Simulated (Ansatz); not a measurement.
Reactions of Cl3H2NSn (`[NH2][Sn]([Cl])([Cl])[Cl]`).

Calculated with Ansatz (gas phase, PBE0-D4/def2-TZVP geometries, no zero-point term in ΔE). CCSD(T)/CBS is the MP2 limit (def2-TZVPP, def2-QZVPP) plus CCSD(T) − MP2 in def2-TZVPP, frozen cores. This one scheme is used for every species, atoms too. DFT in def2-TZVPP. Open shells (•) are unrestricted, without spin–orbit coupling. Spin–orbit coupling would lower the free atoms: a little for Cl; strongly for Sn. Elements past krypton have def2 core potentials. Bonds to Br, Sn are less sure, by a few kJ/mol each and by 10 to 20 or more in all where they break to atoms, as the def2 sets lack core-valence functions. Scalar relativity is left out up to krypton. One conformer a species, not always the lowest.

| reaction | HF/CBS(def2) (kcal/mol) | ωB97M-V (kcal/mol) | B97M-V (kcal/mol) | CCSD(T)/CBS(def2) (kcal/mol) |
| --- | --- | --- | --- | --- |
| `[NH2][Sn]([Cl])([Cl])[Cl]` → 3 Cl• + 2 H• + N• + Sn• | 325.4 | 490.9 | 499.5 | 494.3 |
| `[NH2][Sn]([Cl])([Cl])[Cl]` + HBr → `[Cl][Sn]([Cl])([Cl])[Br]` + NH₃ | -22.9 | -21.1 | -21.5 | -21.5 |
| `[NH2][Sn]([Cl])([Cl])[Cl]` + `O[Si](O)(O)O` → `O[Si](O)(O)[O][Sn]([Cl])([Cl])[Cl]` + NH₃ | -8.0 | -8.1 | -9.6 | -8.8 |
| `[NH2][Sn]([Cl])([Cl])[Cl]` + H–F → `[F][Sn]([Cl])([Cl])[Cl]` + NH₃ | -12.3 | -9.5 | -12.6 | -7.9 |

Largest T1 diagnostic: 0.012, for `[F][Sn]([Cl])([Cl])[Cl]`.
